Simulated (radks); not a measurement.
Values are calculated unless marked as measured or tabulated.
All-electron atom: Al2+ in [Ne] 3s1.

Level of theory: Dirac Kohn-Sham, LDA (Slater exchange, Perdew-Wang correlation), spin-unpolarised, spherical densities, finite nucleus; Fermi nuclear charge, rms radius 3.061 fm (a radial shooting solver on a logarithmic mesh with Libxc functionals).

Energy parts (eV):
| part | energy |
|---|---|
| total | -6553.580 |
| kinetic | 6561.814 |
| electron-nucleus | -15481.537 |
| Hartree | 2829.184 |
| exchange-correlation | -463.041 |

Orbitals (lengths in bohr, moments of r in powers of bohr; <r^-3> diverges for s and p1/2):
| orbital | occ. | eigenvalue (eV) | <r^-3> | small-component weight |
|---|---|---|---|---|
| 1s1/2 | 2 | -1525.385 | - | 2.10e-03 |
| 2s1/2 | 2 | -128.1469 | - | 2.86e-04 |
| 2p1/2 | 2 | -90.6666 | - | 2.66e-04 |
| 2p3/2 | 4 | -90.2225 | 35.77 | 2.64e-04 |
| 3s1/2 | 1 | -23.9285 | - | 4.20e-05 |
| 3p1/2 | 0 | -17.4093 | - | 3.32e-05 |
| 3p3/2 | 0 | -17.3746 | 2.817 | 3.31e-05 |
| 4s1/2 | 0 | -8.6789 | - | 1.50e-05 |

The highest occupied level is 3s1/2 at -23.929 eV. Summed over all electrons, <r^2> = 9.265 bohr^2, which gives a Langevin (diamagnetic) susceptibility term of -7.34 x 10^-6 cm^3/mol. For comparison, the ionisation energy in NIST's Atomic Spectra Database is 28.448 eV (measured). In exact Kohn-Sham theory the highest level is minus the ionisation energy, but local and semilocal functionals leave it too shallow, through self-interaction and a potential that decays too fast; potentials with the right tail come closer. The density falls to 0.001 e/bohr^3 at r = 3.37 bohr. The electron density at the nucleus is 1486 e/bohr^3.

Beside tabulated values, note that spin-unpolarised runs miss the spin-polarisation part of the exchange energy of open shells.
